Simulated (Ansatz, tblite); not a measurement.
Removing an electron: Pd2S2⁻. Charge -1, multiplicity 2. Geometry: PBE0-D4/def2-SVPD. Ansatz, gas phase; energy differences of separate SCF runs; the oxidised species is a triplet (the singlet lies 0.29 eV higher at PBE0-D4/def2-TZVPD).

```
atom   x (Å)   y (Å)   z (Å)
 Pd1   1.251  -0.111  -0.590
 Pd2  -1.251   0.111   0.590
  S3  -0.556   0.978  -1.364
  S4   0.556  -0.978   1.364
```

In the def2 sets Pd takes a core potential; there is no spin–orbit coupling. The xTB rows come from tblite. The structure comes from a short search, and lower isomers may exist.

```
            level  −HOMO (eV)  vertical IE (eV)  −LUMO (eV)  HOMO–LUMO gap (eV)
         GFN1-xTB           –              7.04           –                   –
         GFN2-xTB           –              7.64           –                   –
PBE-D4/def2-TZVPD        0.30              2.77       -0.30                0.59
```

(1) Estimate the rows for r2SCAN-D4/def2-TZVPD, PBE0-D4/def2-TZVPD.

Answers

(1) 
```
               level  −HOMO (eV)  vertical IE (eV)  −LUMO (eV)  HOMO–LUMO gap (eV)
r2SCAN-D4/def2-TZVPD        0.40              2.77       -0.38                0.78
  PBE0-D4/def2-TZVPD        1.22              2.82       -1.02                2.24
```

  HOMO and LUMO are the levels of the spin that leaves or enters (xTB has no such levels and no spin-polarisation term). Other spin states of the ions may lie lower, which would lower the ionisation energy or raise the affinity. Raw xTB energy differences between charge states are shifted by several eV; the methods need an empirical correction for them.
